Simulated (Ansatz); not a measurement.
Program: Ansatz. Geometries: PBE0-D4/def2-TZVP. ΔE: electronic, gas phase. CBS: MP2 limit from def2 TZ/QZ plus the TZ coupled-cluster correction, frozen cores. This one scheme is used for every species. Elements past krypton have def2 core potentials. For Sb outer-core shells are correlated without core-valence functions, which leaves a few kJ/mol of doubt a bond. One conformer a species, not always the lowest.

`N[SiH2]N[SiH](N)F` + `[OH][SbH2]` → `N[SiH](F)[O][SbH2]` + `N[SiH2]N`  (ligand exchange at the Si–N bond)

`N[SiH2]N[SiH](N)F`:

Z-matrix (Å, degrees):
```
Si
N 1 1.724
N 1 1.727 2 109.8
H 1 1.491 2 104.7 3 123.8
H 1 1.485 2 114.1 3 -116.5
Si 2 1.712 1 128.7 3 58.3
H 2 1.010 1 115.1 3 -123.7
H 3 1.009 1 117.8 2 -153.7
H 3 1.009 1 119.4 2 67.8
N 6 1.688 2 106.7 1 -22.6
F 6 1.602 2 113.6 1 96.1
H 6 1.481 2 108.7 1 -150.2
H 10 1.009 6 120.7 2 -17.6
H 10 1.004 6 124.4 2 157.1
```

`[OH][SbH2]`:

Z-matrix (Å, degrees):
```
Sb
O 1 1.974
H 1 1.713 2 94.3
H 1 1.713 2 94.3 3 90.9
H 2 0.960 1 109.6 3 134.5
```

`N[SiH](F)[O][SbH2]`:

Z-matrix (Å, degrees):
```
Si
F 1 1.597
O 1 1.615 2 112.4
N 1 1.707 2 104.0 3 118.4
Sb 1 3.205 2 102.8 3 30.1
H 1 1.476 2 106.5 3 -117.0
H 4 1.007 1 120.1 2 31.4
H 4 1.007 1 120.8 2 178.1
H 5 1.714 1 115.9 2 -115.2
H 5 1.718 1 93.5 2 152.7
```

`N[SiH2]N`:

Z-matrix (Å, degrees):
```
Si
N 1 1.711
N 1 1.711 2 108.5
H 1 1.493 2 103.5 3 -125.0
H 1 1.493 2 117.1 3 116.6
H 2 1.006 1 120.5 3 150.7
H 2 1.007 1 121.6 3 -58.1
H 3 1.006 1 120.5 2 150.7
H 3 1.007 1 121.6 2 -58.1
```

```
             species  CCSD(T)/CBS(def2) energy (Eh)
 `N[SiH2]N[SiH](N)F`                     -847.08129
        `[OH][SbH2]`                     -316.98030
`N[SiH](F)[O][SbH2]`                     -761.92621
          `N[SiH2]N`                     -402.15462
```

(1) Work out ΔE.

Largest T1 diagnostic among the species: 0.014.

## Answers

(1) ΔE = (-761.92621) + (-402.15462) − (-847.08129) − (-316.98030) = -0.01924 Eh = -12.1 kcal/mol.

The D4 term adds +0.9 kcal/mol with B3LYP and +0.5 kcal/mol with PBE0; it sums over pairs of atoms, weighted by their polarisabilities, and B3LYP, whose exchange is more repulsive, gets the larger term. In def2-TZVPP, CCSD(T) changes the Hartree–Fock value by +3.3 kcal/mol (the triples alone add +0.5 kcal/mol) and MP2 by +3.3 kcal/mol.

B3LYP here is the variant with VWN-RPA as its local correlation; programs differ in this.
